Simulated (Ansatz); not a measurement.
Ansatz (a quantum-chemistry and plane-wave program) input:

Ansatz 0.2 input:
```yaml
crystal:
  periodic: [false, false, false]
  atoms:
    - {symbol: La, position_ang: [-0.00000000, -0.00000000, -0.23655829]}
    - {symbol: O, position_ang: [0.00000000, 0.00000000, 1.68547780]}
basis:
  gaussian:
    orbitals: def2-SVP
hamiltonian:
  xc: {name: PBE0}
magnetization: {spin_polarized: true, initial_magnetization: 1}
```

Task: What final total energy does it print?

Result: -106.65909 Eh (PBE0/def2-SVP). The basis has 46 functions.

The spin state was set by rule; other spins were not relaxed.
